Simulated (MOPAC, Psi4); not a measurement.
Intermolecular potential of H3N ··· HF (SMILES N and F). Monomers: optimised at B3LYP-D3(BJ) (def2-TZVP), held rigid. Orientation: lowest of the rigid-body minima from ten starts at GFN2-xTB. Only R, the distance of the centres of mass, is varied, so the lowest point isn't the relaxed dimer. The table gives interaction energies.

```csv
R / Å,A,B,C
2.39,65.19,19.35,-41.97
2.57,18.39,-4.34,-53.54
2.79,-6.82,-15.72,-52.62
2.98,-12.38,-18.40,-47.08
3.25,-13.19,-17.56,-37.76
3.61,-12.05,-13.65,-26.76
4.09,-8.29,-8.90,-16.77
4.78,-5.04,-5.19,-9.23
5.78,-2.79,-2.76,-4.55
7.04,-1.49,-1.45,-2.24
```

Energies in kJ/mol.

Task: Assign the columns to these levels of theory: AM1, restricted, heats of formation in MOPAC; MOPAC with PM6, restricted, heats of formation; SAPT0/jun-cc-pVDZ, frozen core (Psi4).

Result: A is AM1; B is PM6; C is SAPT0/jun-cc-pVDZ.
